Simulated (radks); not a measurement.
Au+, configuration [Xe] 4f14 5d10. All-electron calculation, scalar-relativistic Kohn-Sham, BLYP, spin-polarised, spherical densities, finite nucleus; Fermi nuclear charge, rms radius 5.4371 fm. Program: a radial shooting solver on a logarithmic mesh with Libxc functionals.

Unscreened Slater integrals over Kohn-Sham orbitals (hartree). They are taken over the spin-up orbitals.

integral      value
F0(5d,5d)   0.57558
F2(5d,5d)   0.29206
F4(5d,5d)   0.19128
F0(5d,5p)   0.67146
F2(5d,5p)   0.32295
G1(5d,5p)   0.38388
G3(5d,5p)   0.23639
F0(5d,4f)   0.75843
F2(5d,4f)   0.16806
F4(5d,4f)  0.076893
G1(5d,4f)  0.052857
G3(5d,4f)  0.050080
G5(5d,4f)  0.040151
F0(5d,5s)   0.69799
G2(5d,5s)   0.24630
F0(5p,5p)   0.83878
F2(5p,5p)   0.45111
F0(5p,4f)    1.0359
F2(5p,4f)   0.32002
G2(5p,4f)   0.12048
G4(5p,4f)   0.10222
F0(5p,5s)   0.89559
G1(5p,5s)   0.59551
F0(4f,4f)    1.8342
F2(4f,4f)   0.91123
F4(4f,4f)   0.58031
F6(4f,4f)   0.42004
F0(4f,5s)    1.1655
G3(4f,5s)   0.15863
F0(5s,5s)   0.96932
